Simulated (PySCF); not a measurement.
# Assigning NMR signals

Atom-mapped SMILES (the numbers label the heavy atoms): `[CH3:1][O:2][SiH2:3]/[CH:4]=[C:5](/[O:6][SiH3:7])[SiH2:8][Cl:9]` (H(Xn): hydrogen on atom n).

[PySCF: PBE0/pcSseg-1 with gauge-including orbitals; GFN2-xTB geometry; relativity neglected; gas phase; equivalent nuclei averaged; one computed conformer]

Referencing at the same level of theory: ¹³C (σref 186.93), ¹H (σref 31.72) vs TMS.

(1) Assign these signals to the numbered atoms. ¹³C{¹H} NMR (computed): δ 178.5 (C), 110.5 (CH), 52.2 (CH3).

(2) Assign these signals to the numbered atoms. ¹H NMR (600 MHz, computed): δ 5.29 (d, 2H), 5.22 (s, 2H), 4.92 (s, 3H), 4.84 (t, 1H), 3.76 (s, 3H).

Answers

(1) 
178.5 → C5, alkene carbon bearing oxygen: an sp2 carbon further deshielded by the attached heteroatom
110.5 → C4, β carbon of an enol-ether or enamine type C=C: the O or N lone pair pushes π density onto this β carbon and shields it
52.2 → C1, methyl carbon bonded to O: deshielded by the electronegative neighbour

(2) 
5.29 → H(Si3), hydrogen on a silicon bonded to C, O
5.22 → H(Si8), hydrogen on a silicon bonded to C, Cl
4.92 → H(Si7), hydrogen on a silicon bonded to O
4.84 → H(C4), hydrogen on a β carbon of an enol-ether or enamine type C=C: lone-pair donation from O or N shields it, upfield of ordinary alkene protons
3.76 → H(C1), hydrogen on a methyl carbon bonded to O: its carbon carries O, an electronegative neighbour

H(Si3) and H(Si8); H(Si7) and H(C4) lie closer than the usual error of such a calculation, so a measured spectrum could show them in the other order.

Shifts are as computed. Against solution values, carbons near 30 ppm lie about +3 ppm off and those near 130 ppm about +5 ppm. Of 1211 compounds with measured shifts, 218 miss one by over three times the rms of a fit or turn the order of signals round; such compounds aren't used in these exercises. Multiplicities follow the n + 1 count of equivalent neighbours, as no J values were calculated; m marks all less simple cases, F and P coupling included.
